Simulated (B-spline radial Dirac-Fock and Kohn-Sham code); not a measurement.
## Relativistic shifts of the levels of Pd¹⁷⁺

System: Pd¹⁷⁺, 1s2 2s2 2p6 3s2 3p6 3d10 4s1.

Both columns are ΔSCF binding energies of the configuration average from a B-spline atomic structure program: non-relativistic Hartree-Fock with a point nucleus, and Dirac-Fock with a finite nucleus and the Coulomb interaction alone, averaged over the two j levels with weights 2j+1.

| shell | Hartree-Fock (eV) | Dirac-Fock (eV) | shift (eV) | shift (%) |
| --- | --- | --- | --- | --- |
| 1s | 24167.0 | 24895.4 | +728.42 | +3.01 |
| 2s | 3901.6 | 4078.9 | +177.28 | +4.54 |
| 2p | 3644.0 | 3695.2 | +51.20 | +1.40 |
| 3p | 968.9 | 981.4 | +12.52 | +1.29 |
| 3d | 780.2 | 776.7 | -3.49 | -0.45 |
| 4s | 446.3 | 456.6 | +10.31 | +2.31 |

Relativity binds 1s, 2s, 2p, 3p, 4s more strongly, among those listed most of all 2s in relative terms, and 3d more weakly, because the contracted s and p shells screen the nucleus better.

Values without a named source are computed, but for edge energies of neutral atoms, which are taken from tables.
